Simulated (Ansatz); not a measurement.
`F[SiH]1C[SiH2]N1`, relaxed with RKS PBE-D4/def2-SVP in Ansatz 0.2.0 from a rough embedded geometry. The force threshold is 0.03 eV/Å; the program also tests the step.

Charge 0, multiplicity 1.

Start:

```xyz
11

F     0.854    1.355    1.546
Si    0.687   -0.116    1.018
C    -1.054   -0.398    0.433
Si   -0.403    0.123   -1.147
N     1.189   -0.181   -0.613
H     1.358   -1.159    1.848
H    -1.418   -1.460    0.491
H    -1.842    0.214    0.929
H    -0.675   -0.680   -2.310
H    -0.482    1.640   -1.439
H     1.785    0.661   -0.756
```

```json
{"step": "1", "energy (eV)": "-21075.8043", "largest force (eV/Å)": "3.300", "largest move (Å)": "0.000"}
{"step": "2", "energy (eV)": "-21076.4582", "largest force (eV/Å)": "1.574", "largest move (Å)": "0.195"}
{"step": "3", "energy (eV)": "-21076.7279", "largest force (eV/Å)": "0.838", "largest move (Å)": "0.195"}
{"step": "4", "energy (eV)": "-21076.8364", "largest force (eV/Å)": "0.899", "largest move (Å)": "0.200"}
{"step": "5 (rejected)", "energy (eV)": "-21076.5521", "largest force (eV/Å)": "3.309", "largest move (Å)": "0.195"}
{"step": "6", "energy (eV)": "-21076.8822", "largest force (eV/Å)": "0.487", "largest move (Å)": "0.097"}
{"step": "7", "energy (eV)": "-21076.9066", "largest force (eV/Å)": "0.117", "largest move (Å)": "0.100"}
{"step": "8", "energy (eV)": "-21076.9093", "largest force (eV/Å)": "0.041", "largest move (Å)": "0.058"}
{"step": "9 (rejected)", "energy (eV)": "-21076.9090", "largest force (eV/Å)": "0.072", "largest move (Å)": "0.017"}
{"step": "10", "energy (eV)": "-21076.9096", "largest force (eV/Å)": "0.013", "largest move (Å)": "0.008"}
```

End:

```xyz
11

F     0.895    1.099    2.157
Si    0.701   -0.126    1.077
C    -1.080   -0.312    0.469
Si   -0.418    0.175   -1.254
N     1.199    0.289   -0.540
H     1.401   -1.291    1.711
H    -1.506   -1.333    0.536
H    -1.791    0.407    0.924
H    -0.557   -0.889   -2.311
H    -0.952    1.465   -1.823
H     2.108    0.516   -0.945
```

It took 23 s on 4 threads of an Arm Neoverse N1 on a shared host, with 0.15 GiB of host memory at the peak.
